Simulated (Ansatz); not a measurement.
A structure relaxed at PBE0/def2-SVP in Ansatz, charge 0, singlet:

```
atom   x (Å)   y (Å)   z (Å)
 Li1   0.197   1.269  -0.863
 Li2   0.567   0.753   3.988
 Li3  -0.963  -1.188  -0.231
 Li4   2.020   2.651  -2.256
 Li5  -0.810  -1.972   2.546
 Li6  -1.537   1.139   1.610
 Li7  -3.501  -1.748   0.411
 Li8  -0.924   3.692  -0.975
 Li9  -2.085  -1.696  -2.635
Li10   3.074   0.355  -0.255
Li11  -1.052  -3.843  -0.580
Li12   0.992  -0.099   1.456
Li13  -0.619   1.410  -3.431
Li14   1.415   2.677   1.356
Li15   1.707  -2.556   0.508
Li16   0.998  -1.052  -2.257
Li17   3.230  -0.768   2.785
Li18  -2.710   0.977  -1.176
```

Task: Give its formula.

Result: the cluster Li₁₈ (the lowest singlet isomer of a short search).

Task: Summarise the bond lengths by kind (pairs closer than 1.2 times the sum of covalent radii, bridged metal pairs left out).

Result: 25 × Li–Li 2.67 to 3.03 Å.

The restricted singlet is unstable towards broken spin symmetry in Hartree–Fock (as tested in another run); at PBE0/def2-SVP this wasn't settled. The structure comes from a short search, and lower isomers may exist.
